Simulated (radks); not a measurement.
All-electron atom: the arsenic ion As14+ in [Ar] 4p1 (not the ground configuration).

All-electron calculation, Dirac Kohn-Sham, LDA (Slater exchange, Perdew-Wang correlation), spin-unpolarised, spherical densities, point nucleus; open shells are shared between the two j in proportion to 2j + 1. Program: a radial shooting solver on a logarithmic mesh with Libxc functionals.

Energy parts (eV):
total: -58724.389
kinetic: 60125.266
electron-nucleus: -132596.112
Hartree: 15502.390
exchange-correlation: -1755.933

Orbitals (lengths in bohr, moments of r in powers of bohr; <r^-3> diverges for s and p1/2; r(90%) holds 90 % of the orbital's charge):
orbital,occ.,eigenvalue (eV),r(90%),<r^-3>,<r^2>
1s1/2,2,-12179.39,0.0815,-,0.002795
2s1/2,2,-1975.205,0.312,-,0.04801
2p1/2,2,-1819.427,0.284,-,0.03709
2p3/2,4,-1782.808,0.289,1067,0.03851
3s1/2,2,-600.6225,0.780,-,0.3243
3p1/2,2,-548.3318,0.781,-,0.3168
3p3/2,4,-541.2267,0.790,208.8,0.3245
4p1/2,0.333333,-253.9148,1.59,-,1.406
4p3/2,0.666667,-251.7598,1.60,63.53,1.430

The highest occupied level is 4p3/2 at -251.76 eV. Summed over all electrons, <r^2> = 4.332 bohr^2, which gives a Langevin (diamagnetic) susceptibility term of -3.43 x 10^-6 cm^3/mol. The density falls to 0.001 e/bohr^3 at r = 2.07 bohr.
